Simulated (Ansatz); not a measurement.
Steps of a relaxation of `[F][GeH]([Cl])[Br]` with RKS PBE-D4/def2-SVP.

```sh
$ ansatz run in.yaml --threads 4 --pin off --events-out ev --progress --plain --max-ram 10444MiB
```

```yaml
crystal:
  periodic: [false, false, false]
  atoms:
    - {symbol: F, position_ang: [-0.764300, -0.320500, 1.609900]}
    - {symbol: Ge, position_ang: [0.027700, 0.081500, 0.100100]}
    - {symbol: Cl, position_ang: [1.459200, -1.463100, -0.308400]}
    - {symbol: Br, position_ang: [-1.425000, 0.183900, -1.654400]}
    - {symbol: H, position_ang: [0.752300, 1.444600, 0.211300]}
basis:
  gaussian: {orbitals: def2-SVP}
hamiltonian: {xc: pbe, dispersion: d4}
relax: {f_tol: 0.03, max_steps: 200}
```

Positions (Å) and forces (eV/Å) along the path, 6 of 6 steps:

```xyz
5
step=1 energy=-141775.2437 eV
F    -0.764   -0.321    1.610   -0.009    0.052   -0.226
Ge    0.028    0.082    0.100    0.356    0.255    0.080
Cl    1.459   -1.463   -0.308    0.079   -0.178    0.060
Br   -1.425    0.184   -1.654   -0.336   -0.053   -0.095
H     0.752    1.445    0.211   -0.089   -0.076    0.181
5
step=2 energy=-141775.2662 eV
F    -0.818   -0.300    1.513    0.219    0.030   -0.054
Ge    0.089    0.101    0.068   -0.314   -0.045    0.013
Cl    1.496   -1.490   -0.295   -0.039    0.066    0.037
Br   -1.507    0.151   -1.597    0.143    0.026    0.006
H     0.789    1.464    0.270   -0.009   -0.077   -0.001
5
step=3 energy=-141775.2752 eV
F    -0.782   -0.310    1.546    0.066    0.048   -0.126
Ge    0.063    0.099    0.067   -0.047   -0.008    0.100
Cl    1.480   -1.481   -0.287   -0.003   -0.008   -0.007
Br   -1.489    0.164   -1.628    0.019   -0.003    0.026
H     0.777    1.454    0.260   -0.035   -0.030    0.007
5
step=4 energy=-141775.2755 eV
F    -0.782   -0.307    1.545    0.059    0.034   -0.099
Ge    0.065    0.098    0.067   -0.048   -0.009    0.084
Cl    1.480   -1.483   -0.289   -0.003   -0.002   -0.002
Br   -1.487    0.163   -1.626    0.009   -0.002    0.011
H     0.774    1.455    0.261   -0.018   -0.020    0.005
5
step=5 energy=-141775.2757 eV
F    -0.780   -0.305    1.541   -0.030   -0.010    0.056
Ge    0.064    0.099    0.069    0.053    0.003   -0.064
Cl    1.479   -1.484   -0.290   -0.014    0.014    0.004
Br   -1.486    0.162   -1.625   -0.001    0.001    0.000
H     0.773    1.455    0.263   -0.009   -0.009    0.004
5
step=6 energy=-141775.2758 eV
F    -0.780   -0.304    1.542    0.000    0.000    0.000
Ge    0.065    0.099    0.068   -0.001    0.001    0.000
Cl    1.479   -1.484   -0.290    0.000   -0.001    0.000
Br   -1.486    0.162   -1.626    0.000    0.000    0.000
H     0.771    1.454    0.264    0.000    0.000    0.000
```

Hardware: 4 threads of an Arm Neoverse V2 on a shared host. Wall time 6 s, peak host memory 0.16 GiB.
